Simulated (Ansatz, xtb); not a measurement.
Isomers of C3H11OPSi in order of energy

4 gas-phase structures of C3H11OPSi, from a drawn sample of its isomers (lower ones may exist). Each was relaxed with GFN2-xTB; where two conformers were screened, the lower at r2SCAN-D4/def2-SVP is listed:

A. `CCCO[SiH2]P`, a singlet
B. `CCO[Si@H](C)P`, a singlet
C. `CC(C)O[SiH2]P`, a singlet
D. `CC[P@H](=O)C[SiH3]`, a singlet

Q: Which do you expect lowest at r2SCAN-D4/def2-SVP, and how would the others follow?

A: Calculated order at r2SCAN-D4/def2-SVP: B (0.0), C (33.4), A (48.7), D (78.0) kJ/mol.

Energies above the lowest of each column, in kJ/mol; the last columns are at PBE-D3(BJ)/def2-SVP geometries (a dash: not run or not comparable):

```json
{"structure": "B", "GFN2-xTB": "33.4", "HF/STO-3G": "0.0", "r2SCAN-D4/def2-SVP": "0.0", "PBE-D3(BJ)/def2-SVP": "0.0", "CCSD(T)/def2-SVP + ΔMP2/def2-TZVPP": "0.0"}
{"structure": "C", "GFN2-xTB": "0.0", "HF/STO-3G": "33.7", "r2SCAN-D4/def2-SVP": "33.4", "PBE-D3(BJ)/def2-SVP": "29.4", "CCSD(T)/def2-SVP + ΔMP2/def2-TZVPP": "30.6"}
{"structure": "A", "GFN2-xTB": "6.8", "HF/STO-3G": "43.2", "r2SCAN-D4/def2-SVP": "48.7", "PBE-D3(BJ)/def2-SVP": "44.4", "CCSD(T)/def2-SVP + ΔMP2/def2-TZVPP": "45.2"}
{"structure": "D", "GFN2-xTB": "4.2", "HF/STO-3G": "394.8", "r2SCAN-D4/def2-SVP": "78.0", "PBE-D3(BJ)/def2-SVP": "81.0", "CCSD(T)/def2-SVP + ΔMP2/def2-TZVPP": "–"}
```

CCSD(T)/def2-SVP + ΔMP2/def2-TZVPP puts B lowest of those it was run on; GFN2-xTB picks C. Flexible structures stand in one conformer each, not always the lowest. C keeps a small imaginary mode. Frequencies (GFN2-xTB) were run for A, B, C alone. ΔMP2 is the change of the MP2 energy from the smaller to the larger basis.

Over these structures GFN2-xTB departs from r2SCAN-D4/def2-SVP by 31.2 kJ/mol on average once a common shift is removed. A GFN2-xTB relaxation took about 0.15 s and the r2SCAN-D4/def2-SVP energy about 1.6 s on a shared host (Ansatz 0.2.0, xtb 6.7.1).
